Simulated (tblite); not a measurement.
C4H8BGa.
Structure used (GFN2-xTB), in Å, numbered top down from 1:
```
atom  x, y, z in Å
B1     3.8142    0.3459    0.1732
C2     2.3315    0.1801    0.0575
C3     1.1177    0.0490   -0.0368
Ga4   -0.8520   -0.0929   -0.2068
C5    -1.6961   -1.9001    0.2017
C6    -1.8343    1.5940   -0.7873
H7     4.2783    0.6999    1.1880
H8     4.4956    0.1294   -0.7533
H9    -1.3380   -2.6670   -0.4909
H10   -2.7857   -1.8464    0.1175
H11   -1.4456   -2.2327    1.2131
H12   -2.6454    1.8299   -0.0921
H13   -1.1583    2.4519   -0.8351
H14   -2.2824    1.4586   -1.7759
```

Level: GFN2-xTB in tblite, geometry and Hessian alike; calculated harmonic values, unscaled, isolated species. Errors from tens to a few hundred cm⁻¹ against measured bands are possible. Modes of hydrogen on boron can be 10 to 20 % off. The optimisation stopped once no atom felt more than 0.01 eV/Å.

Lowest wavenumbers of the output (negative numbers stand for imaginary wavenumbers):
```
mode    cm-1
  1     -22.5
  2      51.6
  3      53.1
  4      74.4
  5      76.9
  6     109.3
  7     150.5
  8     167.2
```

Problem. Is this structure a minimum?

Solution. Not by this Hessian. 1 mode is imaginary beyond 20i (22i cm⁻¹), so at this level the point lies at or near a first-order saddle. The curvature is small, so loose convergence or finite differences may be the whole cause.

Problem. Which atoms move in the imaginary mode?

Solution. 22i: H14 (methyl hydrogen) 34 %, H12 (methyl hydrogen) 32 %, H13 (methyl hydrogen) 30 %. These are shares of the mass-weighted motion.

Problem. What is the remedy?

Solution. Step along that mode in both directions, optimise again with tighter thresholds and repeat the frequencies. The zero-point energy of this point (60.3 kcal/mol) counts the 35 real modes alone, and thermal corrections from it aren't those of a minimum.
